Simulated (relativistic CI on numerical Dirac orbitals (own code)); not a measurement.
**F²⁺: q coefficients**

These numbers are calculated, not measured: Dirac-Coulomb-Breit CI, orbitals from a KLI potential per configuration, valence Slater integrals scaled by 0.85, P86 correlation energy added to each configuration, derivatives by finite differences, QED left out (own radial code, finite nucleus).

Configuration list (outside the closed core 1s2): 2s2.2p3, 2s.2p4, 2p5, 2s2.2p2.3s, 2s2.2p2.3p, 2s2.2p2.3d, 2s2.2p.3s2, 2s.2p3.3s. Levels of other configurations are missing.

With x = (α/α₀)² − 1 an excitation energy changes as ω = ω₀ + qx; K = 2q/ω₀ is the relative enhancement. Terms are leading LS components, so labels can repeat.

Lowest level 2s2.2p3 4S°_3/2.

```tsv
Level	ω₀ (cm⁻¹)	q (cm⁻¹)	K
2s2.2p3 2D°_5/2	32516	-35.7	-0.0022
2s2.2p3 2D°_3/2	32548	-16.26	-0.000999
2s2.2p3 2P°_1/2	45941	37.74	0.00164
2s2.2p3 2P°_3/2	45942	54.22	0.00236
2s.2p4 4P_5/2	157142	619.2	0.00788
2s.2p4 4P_3/2	157476	953.3	0.0121
2s.2p4 4P_1/2	157650	1126	0.0143
2s.2p4 2D_5/2	215436	835.4	0.00776
2s.2p4 2D_3/2	215450	847.8	0.00787
2s.2p4 2S_1/2	246996	882.7	0.00715
2s.2p4 2P_3/2	269606	789.2	0.00585
2s.2p4 2P_1/2	269982	1168	0.00865
2s2.2p2.3s 4P_1/2	319036	-615.8	-0.00386
```

For a near-neutral ion this model can misplace configurations by up to about 10,000 cm⁻¹ (more where the count of f electrons changes) and terms by 10 to 25 % of their spread. Rates follow the energies as ν³ (E1, M1) or ν⁵ (E2), so they and the lifetimes can be off by large factors. The fine structure of a lone outer electron comes out too small, for d and f at times inverted, and misplaced configurations move strength between like terms.
